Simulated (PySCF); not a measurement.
Isomers of C7H8S. Computed with PBE0-D3(BJ)/def2-SVP geometry optimisation, gas phase in PySCF. Energies are electronic, without zero-point or thermal terms, for one conformer each. No frequencies were run at this level. Point groups hold within 0.08 Å.

Question: Rank from lowest to highest electronic energy at this level (kcal/mol).
A. `[CH3:1]/[CH:2]=[CH:3]/[c:4]1[cH:5][cH:6][cH:7][s:8]1` with C2–C3–C4–C5 180°
B. `[CH3:1][c:2]1[cH:3][cH:4][c:5]([SH:6])[cH:7][cH:8]1` with C4–C5–S6–H 0°
C. `[CH3:1][S:2][c:3]1[cH:4][cH:5][cH:6][cH:7][cH:8]1` with C1–S2–C3–C4 0°
D. `[CH2:1]=[CH:2][CH2:3][c:4]1[cH:5][cH:6][cH:7][s:8]1` with C1–C2–C3–C4 -121°, C2–C3–C4–C5 77°
E. `[cH:1]1[cH:2][s:3][c:4]([CH:5]2[CH2:6][CH2:7]2)[cH:8]1` with S3–C4–C5–C6 -37°

Answer: B (0.0), C (4.1), A (18.7), E (25.6), D (27.0).

As drawn, the lowest has an S–H bond, which the highest lacks; the highest has a C=C bond outside aromatic rings, which the lowest lacks. Neighbours under 2.5 kcal/mol apart (c1csc(C2CC2)c1 and C=CCc1cccs1) can change places with a better method, another conformer or zero-point energy.

| SMILES | E (Eh) | E rel (kcal/mol) | dipole (D) | point group | A, B, C (MHz) |
| --- | --- | --- | --- | --- | --- |
| Cc1ccc(S)cc1 | -668.98845 | 0.0 | 1.39 | – | 5450, 971.8, 829.1 |
| CSc1ccccc1 | -668.98193 | 4.1 | 1.33 | Cs | 4238, 1169, 921.5 |
| C/C=C/c1cccs1 | -668.95869 | 18.7 | 0.49 | Cs | 4878, 990.4, 827.5 |
| c1csc(C2CC2)c1 | -668.94772 | 25.6 | 0.70 | – | 4175, 1299, 1075 |
| C=CCc1cccs1 | -668.94543 | 27.0 | 0.39 | C1 | 4034, 1069, 913.9 |

As an exercise, what shares would exp(−E/RT) give at 1000 K from these electronic energies alone (no entropy, no degeneracies)?

RT = 1.987 kcal/mol: Cc1ccc(S)cc1 88.7 %, CSc1ccccc1 11.3 %, C/C=C/c1cccs1 under 0.1 %, c1csc(C2CC2)c1 under 0.1 %, C=CCc1cccs1 under 0.1 %.
